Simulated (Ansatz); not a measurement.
Basis-set extrapolation for C2H7BOSi, SMILES `B[SiH2]/C=C/O` (PBE0-D4/def2-TZVP geometry, frozen core, the Gaussian-basis code of Ansatz). Multiplicity 1, RHF reference.

```tsv
	def2-TZVPP	def2-QZVPP
HF	-468.287953	-468.305093
MP2 correlation	-0.813360	-0.868840
CCSD(T) correlation	-0.892390	not run
```

Energies in hartree. Use E(X) = E(∞) + A·exp(−7.88·√X) for Hartree–Fock and E(X) = E(∞) + B·X^(−2.97) for correlation, with X = 3 and 4, and add CCSD(T) minus MP2 of the smaller set to the MP2 limit.

Problem. What is the CCSD(T) energy at the basis-set limit?

Solution. HF limit: -468.305093 + (-0.017140) × 0.13774 = -468.30745. MP2 limit: -0.868840 + (-0.055480) × 0.74074 = -0.90994. Higher-order term: -0.892390 − (-0.813360) = -0.07903. Total: -469.29642 hartree, 3.16 eV below CCSD(T)/def2-TZVPP.
